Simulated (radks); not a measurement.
Values are calculated unless marked as measured or tabulated.
Question: These are the eigenvalues of the occupied orbitals of an atom or ion with whole-number occupations (eV). Code: a radial shooting solver on a logarithmic mesh with Libxc functionals. Model: scalar-relativistic Kohn-Sham, PBEsol, spin-polarised, spherical densities, point nucleus.

| orbital | eigenvalue |
|---|---|
| 1s down | -48381.46 |
| 1s up | -48381.46 |
| 2s up | -7971.095 |
| 2s down | -7971.042 |
| 2p up | -7105.893 |
| 2p down | -7105.857 |
| 3s up | -1779.644 |
| 3s down | -1777.444 |
| 3p up | -1510.438 |
| 3p down | -1508.251 |
| 3d up | -1150.172 |
| 3d down | -1148.483 |
| 4s up | -380.3037 |
| 4s down | -375.1445 |
| 4p up | -291.6184 |
| 4p down | -286.4865 |
| 4d up | -168.0683 |
| 4d down | -162.9848 |
| 5s up | -73.9955 |
| 5s down | -71.2927 |
| 5p up | -51.7689 |
| 5p down | -49.7529 |
| 4f up | -34.8032 |

Which element is it, and in what charge state? The configuration may be excited. Open shells, if any, are filled with parallel spins first.

Answer: Z = 63, europium, charge +3: Eu3+ in [Xe] 4f6. The list shows which subshells hold electrons but not how many an open one holds; the 1s level, -1778 hartree, gives Z - s = 59.6 by -(Z - s)^2/2, which with screening and relativity narrows Z to a few neighbours, and the depths of the outer levels then fix element, charge and occupations together.
